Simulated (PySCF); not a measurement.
Compound: C6H10NO (doublet state).
SMILES with atom numbers: `[H]/[C:1]=[CH:2]/[C:3]([CH3:4])([CH3:5])[NH:6][CH:7]=[O:8]` (hydrogens: H9 on C1; H10 on C2; H11, H12, H13 on C4; H14, H15, H16 on C5; H17 on N6; H18 on C7)

Structure used (GFN2-xTB), in Å, numbered top down from 1:
```xyz
18
C6H10NO angstrom
C      1.773   -1.284    1.242
C      1.543   -0.568    0.193
C      0.198    0.045   -0.149
C      0.322    1.572   -0.200
C     -0.284   -0.502   -1.496
N     -0.735   -0.339    0.907
C     -2.031   -0.006    0.955
O     -2.635    0.661    0.150
H      2.549   -1.822    1.729
H      2.309   -0.340   -0.556
H      1.017    1.871   -0.980
H      0.677    1.952    0.755
H     -0.654    2.003   -0.409
H     -1.266   -0.093   -1.717
H     -0.355   -1.587   -1.457
H      0.404   -0.222   -2.289
H     -0.318   -0.909    1.634
H     -2.520   -0.425    1.857
```

The hyperfine couplings belong to this conformer and change with its torsions.

Computed with UKS B3LYP, pcH-1 on C H N O, non-relativistic, mean-field spin-orbit, GIAO in PySCF. Isolated species at its GFN2-xTB geometry (one conformer only). Couplings are sensitive to structure, and on GFN2-xTB geometries they can be far from those on DFT ones. The SCF solution wasn't tested for stability.

Question: Break the g tensor into its mass correction, gauge correction and orbital-Zeeman/spin–orbit terms.

Answer: 
| Δg (ppm) | 1 | 2 | 3 |
| --- | --- | --- | --- |
| relativistic mass correction | -145 | -145 | -145 |
| gauge correction | 17 | 21 | 33 |
| orbital Zeeman/spin–orbit | -224 | 5 | 826 |
| total | -352 | -120 | 715 |

So g = 2.00197, 2.00220, 2.00303 and g_iso = 2.00240; the tensor is rhombic: the two nearest values differ by 22 % of g3 − g1. Axes: g1 points within 1° of the C1–H9 bond and g2 points within 5° of the C2–H10 bond.

Question: What effective moment and Curie constant follow for a powder?

Answer: With the mean of g² = 4.0096 and S(S+1) = 0.75: μ_eff = √(⟨g²⟩S(S+1)) = 1.734 μB and χT = 0.12505·⟨g²⟩·S(S+1) = 0.376 cm³ K/mol (cgs; spin-Hamiltonian part alone).

Question: At 9.307 GHz, how far is the centre of the isotropic spectrum from where a free electron (g = 2.002319) resonates?

Answer: B = hν/(g μB) with μB/h = 13.99624 MHz/mT gives 332.10 mT for the free electron and 332.08 mT at g_iso, 0.01 mT lower.

Question: How much does each term add to the isotropic shift?

Answer: The orbital-Zeeman/spin–orbit term 202, the mass correction -145 and the gauge correction 24 ppm, for a total of 81 ppm. The orbital-Zeeman/spin–orbit term is the largest in size. The mass correction is the same along every axis, so the anisotropy comes from the other two: their spans along these axes are 16 (gauge) and 1051 ppm (orbital Zeeman/spin–orbit).

Question: In a frozen sample, at which fields do the three g values resonate at 9.5, 34, 94 and 263 GHz (hyperfine left aside), and which band first spreads them over more than twice a line width of 1.0 mT?

Answer: 
| band | GHz | B(g3) mT | B(g2) mT | B(g1) mT | spread mT |
| --- | --- | --- | --- | --- | --- |
| X | 9.5 | 338.86 | 339.00 | 339.04 | 0.18 |
| Q | 34.0 | 1212.77 | 1213.28 | 1213.42 | 0.65 |
| W | 94.0 | 3352.96 | 3354.35 | 3354.74 | 1.79 |
| J | 263.0 | 9381.15 | 9385.05 | 9386.14 | 5.00 |

The spread grows in proportion to the frequency. J band is the first where it exceeds 2.0 mT.

The Mulliken spin populations are largest on C1 (+1.02), C2 (-0.18) and H10 (+0.08). C1 is the only atom above +0.15. The positive populations add up to 1.19 and the negative ones to -0.19, together 2S = 1.

The HOMO–LUMO gaps are 6.80 eV among the α and 3.97 eV among the β orbitals.
